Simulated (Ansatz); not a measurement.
Born–Oppenheimer molecular dynamics of AlH$_{7}$O$_{3}$Si (12 atoms, charge 0, multiplicity 1). It starts from a rough guess of a transition structure, not a stationary point.

Method: UKS PBE0-D4/STO-3G in Ansatz 0.2.0.

```yaml
ensemble: NVE (velocity Verlet)
time_step: 0.5 fs
steps_asked: 150
starting_velocities_drawn_for: 100 K
seed: 617573
```

First frame:

```xyz
12
Properties=species:S:1:pos:R:3
Al -1.046 -0.123 -0.086
Si 1.636 -0.461 -0.276
O -1.714 -0.027 -1.583
O -1.484 -0.976 1.254
H 0.439 0.891 0.231
O -0.353 1.848 0.534
H 2.528 0.389 -1.083
H 2.376 -0.623 0.991
H 1.772 -1.782 -0.907
H -2.130 0.117 -2.419
H -1.824 -1.505 1.958
H -0.200 2.252 1.385
```

Problem. How far do the bonds stretch over the last three quarters of this one trajectory? (Pairs bonded in most of those frames.)

Solution. 
```
   bond  mean (Å)  spread (Å)  shortest  longest
Al1–Si2     2.350       0.233      2.00     2.64
 Al1–O3     1.762       0.126      1.55     1.96
 Al1–O4     1.736       0.117      1.59     2.03
 Al1–O6     1.965       0.085      1.82     2.06
 Si2–H7     1.455       0.025      1.42     1.49
 Si2–H8     1.452       0.025      1.41     1.49
 Si2–H9     1.446       0.021      1.41     1.49
 O3–H10     1.033       0.031      0.96     1.08
 O4–H11     1.036       0.037      0.97     1.11
  H5–O6     1.025       0.045      0.93     1.12
 O6–H12     1.049       0.105      0.88     1.21
```

Mean temperature of the second half: 1921 K. The conserved energy stayed within 1.8 meV per atom of its start (net change -0.88 meV per atom), so the integration is sound. The system heated up, since it started high on the potential surface and ran downhill. A run of 0.075 ps of so small a system gives no equilibrium averages. The orbitals stay closed-shell, which can raise the energy where a bond breaks towards radicals; this wasn't checked here. Limits of this set-up: minimal basis.

Run time: 10 min on 1 thread of Arm Neoverse V1, on a shared host, peak memory 0.15 GiB.
